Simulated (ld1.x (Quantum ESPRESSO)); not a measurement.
Results of a calculation; reference values are marked as such.
# Potentials for P compared

Generated with ld1.x 7.5 (TM, RRKJ, ultrasoft, PAW), atompaw 4.2 or ONCVPSP 4.0.1. The cutoff is in Ry: for ld1.x and atompaw files where the sum of valence levels is converged to 10 mRy in a Bessel basis, for ONCV files where the hardest occupied wave has 1 mHa per electron of residual kinetic energy. The error is the largest all-electron minus pseudo excitation energy over each file’s own four to seven test configurations (ionisations up to +4, promotions, holes and added fractions of an electron), all of which were solved. The labels leave out finer settings (local radius, basis sizes, second energies), which also bear on the numbers. Spin-polarised tests are not counted. The rows are a selection from randomly drawn settings: files with unsolved tests, undetermined cutoffs or missed reference levels are left out.

```csv
potential,cutoff (Ry),largest error (meV),bound ghosts
"TM, PBE, scalar-relativistic, rc 1.05/1.65/1.70 (spd), local s, core correction no, reference 3s2 3p3",80,+324,none
"ultrasoft, LDA (PZ), non-relativistic, rc 1.95/1.85/1.80 (spd), local smoothed, core correction no, reference 3s1.5 3p3.5",15,+332,none
"TM, LDA (PZ), scalar-relativistic, rc 1.45/1.55/1.40 (spd), local d, core correction no, reference 3s2 3p0",21,+247,none
```

Question: Fill in the row for P: TM, PBEsol, scalar-relativistic, rc 1.35/1.45 (sp), local s, core correction no, reference 3s2 3p3.

Answer: cutoff 40 Ry, largest error +223 meV, bound ghosts: none.

Question: Fill in the row for P: PAW, PBE, scalar-relativistic, rc 1.65/2.00/1.85 (spd), local smoothed, core correction yes, reference 3s2 3p3.

Answer: cutoff 15 Ry, largest error -131 meV, bound ghosts: none.
